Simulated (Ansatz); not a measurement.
Start from `[NH]=[V]([NH2])([Cl])[Cl]` and change one element to get `[NH]=[Nb]([NH2])([Cl])[Cl]`.

Ansatz, PBE0-D4/def2-TZVP geometries, multiplicity 1. Each molecule was computed in one conformer, which needn't be the lowest.

Elements past krypton have def2 core potentials. Scalar relativity is left out up to krypton.

```tsv
property	`[NH]=[V]([NH2])([Cl])[Cl]`
LUMO energy (B3LYP/def2-TZVPP) / eV	-3.14
HOMO–LUMO gap (PBE0/def2-TZVPP) / eV	5.33
LUMO energy (ωB97M-V/def2-TZVPP) / eV	-0.72
HOMO energy (B3LYP/def2-TZVPP) / eV	-7.98
size of the dipole moment (B3LYP/def2-TZVPP) / D	3.37
size of the dipole moment (ωB97M-V/def2-TZVPP) / D	3.53
```

Q: What does the change do to each property? (Best estimate.)

A: The calculation gave: 
```
                                          property  `[NH]=[Nb]([NH2])([Cl])[Cl]`  shift
               LUMO energy (B3LYP/def2-TZVPP) / eV                         -2.17   0.97
              HOMO–LUMO gap (PBE0/def2-TZVPP) / eV                          6.32   0.99
             LUMO energy (ωB97M-V/def2-TZVPP) / eV                          0.10   0.82
               HOMO energy (B3LYP/def2-TZVPP) / eV                         -8.01  -0.03
  size of the dipole moment (B3LYP/def2-TZVPP) / D                          3.03  -0.34
size of the dipole moment (ωB97M-V/def2-TZVPP) / D                          3.05  -0.48
```

With PBE0 the HOMO falls by 0.05 eV and the LUMO rises by 0.94 eV, so the gap widens by about 0.99 eV. PBE moves the HOMO by -0.03 eV and ωB97M-V by -0.09 eV. Dipoles are sizes alone; their direction can turn.

B3LYP here is the variant with VWN-RPA as its local correlation; programs differ in this.
